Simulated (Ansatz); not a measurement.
Basis-set extrapolation for CH5AlOS (PBE0-D4/def2-TZVP geometry, frozen core, Ansatz 0.2.0). Multiplicity 1, RHF reference.

```
                      def2-TZVPP   def2-QZVPP
                 HF  -755.188912  -755.212807
    MP2 correlation    -0.672420    -0.725394
CCSD(T) correlation    -0.742038      not run
```

Energies in hartree. Use E(X) = E(∞) + A·exp(−7.88·√X) for Hartree–Fock and E(X) = E(∞) + B·X^(−2.97) for correlation, with X = 3 and 4, and add CCSD(T) minus MP2 of the smaller set to the MP2 limit.

Q: What is the CCSD(T) energy at the basis-set limit?

A: HF limit: -755.212807 + (-0.023895) × 0.13774 = -755.21610. MP2 limit: -0.725394 + (-0.052974) × 0.74074 = -0.76463. Higher-order term: -0.742038 − (-0.672420) = -0.06962. Total: -756.05035 hartree, 313.5 kJ/mol below CCSD(T)/def2-TZVPP.
